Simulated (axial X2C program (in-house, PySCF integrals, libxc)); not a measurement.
Potential curves of GaGe, with spin–orbit coupling

Computed with an in-house relativistic program for diatomic molecules. Two-component (2c) means X2C with spin–orbit coupling and atomic mean-field two-electron Coulomb and Gaunt terms. Basis: Ge dyall-cv3z [9s9p7d4f1g], Ga dyall-cv3z [9s9p7d4f1g] (cores contracted in-house); Gaussian nuclei, density fitting, unrestricted open shells. Masses: Ge 73.921 u, Ga 68.926 u.

State: Ω = 3/2 (⟨Sz⟩ = 1.50, ⟨Lz⟩ = 0.00 at HF). Energies in cm⁻¹ from the lowest point of each curve. Fits are polynomials in 1 − R0/R over 0.85 to 1.23 times the lowest point R0.

| R (Å) | HF |
| --- | --- |
| 2.1541 | 5447 |
| 2.2532 | 2659 |
| 2.3274 | 1349 |
| 2.4017 | 539 |
| 2.4760 | 117 |
| 2.5627 | 0 |
| 2.6493 | 182 |
| 2.7607 | 726 |
| 2.8969 | 1689 |
| 3.0950 | 3364 |

The state is a single determinant with fixed occupations, the lowest that a limited PBE0 search found. PBE0 can misorder states that lie within some tenths of an eV, so this need not be the ground state of the molecule. The nearest other 2c determinant of the search, Ω = 1/2, lies 0.37 eV up at the distance of the search. With several unpaired electrons one determinant need not be a pure state. This is the top spin component of a Σ state; components of lower Ω are not single determinants and can lie lower.

(1) Fit the HF curve near its minimum: give the equilibrium distance and the harmonic wavenumber.

Answers

(1) At HF, 2c: Re = 2.549 Å, ωe ≈ 198 cm⁻¹; Be follows as 0.0727 cm⁻¹.
